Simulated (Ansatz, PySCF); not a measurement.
Potential energy curve for Al2, triplet.

Levels of theory: UKS-B3LYP/6-31G* = unrestricted B3LYP/6-31G*, spherical d (PySCF); UHF/3-21G = unrestricted Hartree-Fock/3-21G in PySCF; UKS-B3LYP/3-21G = unrestricted B3LYP/3-21G in PySCF 2.14.0; FCI = Ansatz (a first-principles code) with full CI/cc-pVTZ, frozen core.

Energies relative to the lowest point of each curve near equilibrium, in kcal/mol; the last columns give the difference from FCI:

```tsv
R / Å	UKS-B3LYP/6-31G*	UHF/3-21G	UKS-B3LYP/3-21G	FCI	UKS-B3LYP/6-31G* − FCI	UHF/3-21G − FCI	UKS-B3LYP/3-21G − FCI
2.59	1.3	2.6	2.0	1.0	0.3	1.6	1.0
2.63	0.7	1.7	1.3	0.5	0.2	1.2	0.8
2.73	0.0	0.4	0.2	0.0	0.0	0.4	0.2
2.81	0.0	0.0	0.0	0.3	-0.2	-0.3	-0.3
2.92	0.8	0.2	0.3	1.3	-0.6	-1.1	-1.0
3.04	2.1	1.1	1.3	3.1	-1.0	-2.0	-1.8
3.16	3.9	2.5	2.7	5.3	-1.4	-2.8	-2.7
3.39	7.8	5.4	5.9	10.0	-2.1	-4.5	-4.1
3.67	12.7	8.1	10.3	15.4	-2.7	-7.3	-5.1
4.16	20.5	11.0	17.9	22.9	-2.4	-11.9	-4.9
4.51	24.8	12.2	22.7	26.3	-1.5	-14.1	-3.6
4.88	27.4	13.2	25.8	28.6	-1.3	-15.5	-2.9
5.43	29.1	14.1	28.0	30.5	-1.4	-16.4	-2.5
6.01	29.9	14.6	29.0	31.4	-1.5	-16.8	-2.4
6.83	30.3	15.0	29.5	31.9	-1.7	-16.9	-2.4
7.43	30.4	15.1	29.6	32.1	-1.7	-17.0	-2.5
8.29	30.4	15.1	29.7	32.2	-1.8	-17.1	-2.5
```

UKS-B3LYP/6-31G* is furthest from FCI at 3.67 (-2.7 kcal/mol, below); its mean absolute difference over the points is 1.3 kcal/mol.

UHF/3-21G is furthest from FCI at 8.29 (-17.1 kcal/mol, below); its mean absolute difference over the points is 8.6 kcal/mol.

UKS-B3LYP/3-21G is furthest from FCI at 3.67 (-5.1 kcal/mol, below); its mean absolute difference over the points is 2.4 kcal/mol.

The scan ran from 2.17 to 8.29 Å; beyond the distances shown full CI changes its symmetry label.
